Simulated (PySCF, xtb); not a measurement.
C7H8O, SMILES c1ccccc1OC.

GFN2-xTB run with xtb at its own geometry gives an orbital gap of 4.27 eV and a dipole moment of 1.41 D.

Geometry: r2SCAN-D4/def2-SVP. Other conformers were not sampled.

**Question.** What does PBE/def2-TZVP in PySCF give? (An estimate is asked for; the answer gives what the named calculation found.)

**Answer.** gap 4.23 eV (levels -5.35 and -1.12 eV), dipole 1.30 D.
